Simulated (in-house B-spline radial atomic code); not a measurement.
Hg. Computed with a B-spline radial atomic code. Model: non-relativistic spherical atom: semilocal Troullier-Martins pseudo-atom, one channel per l, against all electrons, high spin, G0W0 and RPA with empty states to l = 8, local potential for every l without a channel, a model core (radius 0 = none) keeps its share of the functional.

The core holds an angular momentum without a channel of its own, so the local potential lets valence electrons into it.

Without relativity these are model numbers for so heavy an element.

What the tables leave out is listed at the end.

The pseudopotential gives back the lowest level of each angular momentum of its own functional in the configuration it was made in; a second state of the same l is only approximately right. Exact exchange, RPA and GW see the smooth pseudo-orbitals and miss the exchange with the core, for which the functional's share stands in. The column with an uncorrelated core keeps all orbitals and exact exchange, and so separates missing core correlation from pseudisation. Only the three outermost levels and the lowest empty one were computed. RPA here is direct RPA, with no exchange kernel, and its energies carry an (l + 1/2)⁻⁴ tail. A hybrid on a potential with a model core restores only its own semilocal share of the core's exchange.

Command:
```bash
python run_psgw.py task.json out
```
Settings (lengths in bohr, energies in hartree):
```
Z                      80
electrons              80
configuration          [Xe] 4f14 5d10 6s2
generated_in           [Xe] 4f14 5d10 6s2
functional             pbe,pbe
core_shells            12
radius_factor          0.8
core_correction        True
ion_configuration      [Xe] 4f14 5d10 6s1
```

Time taken, with all properties: 100 s on 1 thread of Arm Neoverse N1 (shared host).

Given: made with PBE; model core radius 1.021 bohr; local radius 1.199 bohr; mean-field start PBE.

Valence shells of the generating configuration: 5d, 6s.

Channel: s 2.028, p 2.773, d 0.921 (radii in bohr).

Computed: largest level miss in the spin-unpolarised generating configuration 0 eV; valence RPA correlation energy all-electron orbitals -0.64251 hartree; all-electron RPA polarisability, core included 46.723 bohr³; pseudo-atom RPA polarisability 46.691 bohr³; ionisation by mean-field all-electron 8.4685 eV; ionisation by mean-field pseudo minus all 0.005 eV; ionisation by RPA pseudo minus all 0.615 eV.

```tsv
level	occupied	mean-field all-electron (eV)	mean-field pseudo minus all (eV)	G0W0 all-electron (eV)	G0W0 uncorrelated core minus all (eV)	G0W0 pseudo minus all (eV)	exchange self-energy all-electron (eV)	exchange self-energy pseudo (eV)
6s	1	-5.2934	0	-8.4968	0.057	-0.285	-11.23	-10.132
```

**Question.** What is the valence RPA correlation energy pseudo?

**Answer.** -1.0734 hartree.

**Question.** What is the ionisation by RPA all-electron?

**Answer.** 8.7977 eV.

Given: mean-field start PBE0.

Computed: valence RPA correlation energy pseudo -1.024 hartree; all-electron RPA polarisability, core included 41.943 bohr³; pseudo-atom RPA polarisability 39.7 bohr³; ionisation by mean-field all-electron 8.2005 eV; ionisation by mean-field pseudo minus all 0.275 eV; ionisation by RPA all-electron 8.6266 eV.

```tsv
level	occupied	mean-field all-electron (eV)	mean-field pseudo minus all (eV)	G0W0 all-electron (eV)	G0W0 uncorrelated core minus all (eV)	G0W0 pseudo minus all (eV)	exchange self-energy all-electron (eV)	exchange self-energy pseudo (eV)
6s	1	-5.9374	-0.229	-8.5293	0.062	-0.558	-11.02	-10.287
```

**Question.** What is the ionisation by RPA pseudo minus all?

**Answer.** 0.738 eV.

**Question.** What is the valence RPA correlation energy all-electron orbitals?

**Answer.** -0.60065 hartree.

Among the listed levels the largest G0W0 shift of the pseudo-atom is -0.56 eV, for 6s on the PBE0 start, while leaving the core uncorrelated moves that level by +0.06 eV. So pseudisation and the lost core exchange, not the missing core correlation, make the error. Not in the tables (levels of low weight, unsolved or above zero; the highest and the empty levels are kept at any weight): on PBE the G0W0 levels 5d (pseudo minus all +1.73 eV, weights 0.71 and 0.45), 6p (pseudo minus all -0.09 eV, weights 0.90 and 0.90); on PBE0 the G0W0 levels 5d (pseudo minus all +2.68 eV, weights 0.30 and 0.74), 6p (pseudo minus all -0.04 eV, weights 0.93 and 0.93); no Hartree-Fock pseudo-atom is run with a model core.
